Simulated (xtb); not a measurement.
C₅H₈O₂, charge +1, doublet, geometry from GFN2-xTB (a state made from the parent by changing its charge; the spin is typed, not shown lowest); GFN2-xTB run with xtb 6.7.1.

Here is a job for xtb.
```
$ xtb mol.xyz --gfn 2 --chrg 1 --uhf 1 --grad --json

# file mol.xyz
15

C      2.60263946    -0.12871509     0.10231934
C      1.12438535    -0.41689259     0.23520069
O      0.72569297    -1.52472590     0.51452611
C      0.26971872     0.70828685    -0.05556608
C     -1.09787445     0.53360203    -0.21830131
C     -1.72617370    -0.79720715    -0.19539079
O     -1.91609328     1.54068039    -0.31575024
H      2.82010427     0.42035845    -0.81068512
H      2.88057023     0.48928791     0.95867353
H      3.15884412    -1.06296176     0.12574651
H      0.72626747     1.67934407    -0.17682735
H     -2.76827607    -0.73172001     0.11221915
H     -1.66634298    -1.27748671    -1.17545797
H     -1.15141565    -1.46450507     0.47531935
H     -1.51272102     2.42560309    -0.30876618
```

### Question
Predict the main parts of the log of this xtb run.

### Answer

```
   ID    Z sym.   atoms
    1    6 C      1, 2, 4-6
    2    8 O      3, 7
    3    1 H      8-15

           -------------------------------------------------
          |                Calculation Setup                |
           -------------------------------------------------

           -------------------------------------------------
          |                 G F N 2 - x T B                 |
           -------------------------------------------------

          ...................................................
          :                      SETUP                      :
          :.................................................:
          :  # basis functions                  36          :
          :  # atomic orbitals                  36          :
          :  # shells                           22          :
          :  # electrons                        39          :
          :  max. iterations                   250          :
          :  Hamiltonian                  GFN2-xTB          :
          :  restarted?                      false          :
          :  GBSA solvation                  false          :
          :  PC potential                    false          :
          :  electronic temp.          300.0000000     K    :
          :  accuracy                    1.0000000          :
          :  -> integral cutoff          0.2500000E+02      :
          :  -> integral neglect         0.1000000E-07      :
          :  -> SCF convergence          0.1000000E-05 Eh   :
          :  -> wf. convergence          0.1000000E-03 e    :
          :  Broyden damping             0.4000000          :
          :  net charge                          1          :
          :  unpaired electrons                  1          :
          ...................................................

 iter      E             dE          RMSdq      gap      omega  full diag
   1    -22.6254687 -0.226255E+02  0.438E+00    4.00       0.0  T
   2    -22.6588079 -0.333392E-01  0.244E+00    3.04       1.0  T
   3    -22.6110754  0.477325E-01  0.261E+00    3.33       1.0  T
   4    -22.6627098 -0.516345E-01  0.109E+00    3.34       1.0  T
   5    -22.6764340 -0.137241E-01  0.290E-01    3.21       1.0  T
   6    -22.6768657 -0.431700E-03  0.149E-01    3.25       1.0  T
   7    -22.6768374  0.282549E-04  0.823E-02    3.25       1.0  T
   8    -22.6768997 -0.623272E-04  0.285E-02    3.25       1.0  T
   9    -22.6769015 -0.176013E-05  0.853E-03    3.25       3.0  T
  10    -22.6769023 -0.776705E-06  0.297E-03    3.25       8.7  T
  11    -22.6769022  0.299071E-07  0.206E-03    3.25      12.6  T
  12    -22.6769023 -0.443342E-07  0.672E-04    3.25      38.4  T
  13    -22.6769023 -0.183528E-08  0.333E-04    3.25      77.5  T

   *** convergence criteria satisfied after 13 iterations ***

         :::::::::::::::::::::::::::::::::::::::::::::::::::::
         ::                     SUMMARY                     ::
         :::::::::::::::::::::::::::::::::::::::::::::::::::::
         :: total energy             -22.397547774251 Eh    ::
         :: gradient norm              0.000039396869 Eh/a0 ::
         :: HOMO-LUMO gap              3.253342783164 eV    ::
         ::.................................................::
         :: SCC energy               -22.676886768307 Eh    ::
         :: -> isotropic ES            0.116613642863 Eh    ::
         :: -> anisotropic ES         -0.010777245365 Eh    ::
         :: -> anisotropic XC          0.008016983127 Eh    ::
         :: -> dispersion             -0.007682861475 Eh    ::
         :: repulsion energy           0.279338994055 Eh    ::
         :: add. restraining           0.000000000000 Eh    ::
         :: total charge               1.000000000000 e     ::
         :::::::::::::::::::::::::::::::::::::::::::::::::::::

           -------------------------------------------------
          |                Property Printout                |
[...]
        28                          0.0043147               0.1174
        29                          0.0132648               0.3610
        30                          0.0297393               0.8092
        31                          0.0367413               0.9998
       ...                                ...                  ...
        36                          0.4505096              12.2590
      -------------------------------------------------------------
                  HL-Gap            0.1195581 Eh            3.2533 eV
             Fermi-level           -0.5718491 Eh          -15.5608 eV

     #   Z          covCN         q      C6AA      α(0)
     1   6 C        3.756    -0.132    23.097     6.852
     2   6 C        2.818     0.263    22.570     7.784
     3   8 O        0.858    -0.211    18.242     5.726
     4   6 C        2.897    -0.086    30.159     9.004
     5   6 C        2.821     0.220    23.364     7.920
     6   6 C        3.754    -0.145    23.350     6.890
     7   8 O        1.662    -0.252    18.195     5.758
     8   1 H        0.925     0.122     1.601     1.979
     9   1 H        0.924     0.142     1.446     1.880
    10   1 H        0.925     0.128     1.547     1.945
    11   1 H        0.926     0.110     1.696     2.036
    12   1 H        0.925     0.143     1.440     1.877
    13   1 H        0.924     0.153     1.375     1.833
    14   1 H        0.922     0.187     1.169     1.691
    15   1 H        0.804     0.359     0.568     1.184

 Mol. C6AA /au·bohr⁶  :       1793.616764
 Mol. C8AA /au·bohr⁸  :      41116.816519
 Mol. α(0) /au        :         64.361434

Wiberg/Mayer (AO) data.
largest (>0.10) Wiberg bond orders for each atom

 ---------------------------------------------------------------------------
     #   Z sym  total        # sym  WBO       # sym  WBO       # sym  WBO
 ---------------------------------------------------------------------------
     1   6 C    3.938 --    10 H    0.967     8 H    0.952     2 C    0.927
                             9 H    0.910
     2   6 C    3.923 --     3 O    1.750     4 C    1.131     1 C    0.927
     3   8 O    2.292 --     2 C    1.750     4 C    0.164
     4   6 C    3.891 --     5 C    1.403     2 C    1.131    11 H    0.955
                             3 O    0.164
     5   6 C    3.922 --     4 C    1.403     7 O    1.281     6 C    1.091
     6   6 C    3.962 --     5 C    1.091    12 H    0.950    13 H    0.903
                            14 H    0.817
     7   8 O    2.361 --     5 C    1.281    15 H    0.843
     8   1 H    0.985 --     1 C    0.952
     9   1 H    0.979 --     1 C    0.910
    10   1 H    0.983 --     1 C    0.967
    11   1 H    0.988 --     4 C    0.955
    12   1 H    0.978 --     6 C    0.950
    13   1 H    0.976 --     6 C    0.903
    14   1 H    0.964 --     6 C    0.817
    15   1 H    0.871 --     7 O    0.843
 ---------------------------------------------------------------------------

Topologies differ in total number of bonds
Writing topology from bond orders to xtbtopo.mol

molecular dipole:
                 x           y           z       tot (Debye)
 q only:        0.185       0.903      -0.276
   full:        0.394       1.197      -0.326       3.308
molecular quadrupole (traceless):
                xx          xy          yy          xz          yz          zz
 q only:       10.589       1.152      -0.508       1.498       0.072     -10.081
  q+dip:        9.129       1.498       0.517       1.491       0.217      -9.646
   full:        8.620       1.335      -0.157       1.461       0.559      -8.464

           -------------------------------------------------
          | TOTAL ENERGY              -22.397547774251 Eh   |
          | GRADIENT NORM               0.000039396869 Eh/α |
          | HOMO-LUMO GAP               3.253342783164 eV   |
           -------------------------------------------------

normal termination of xtb
```
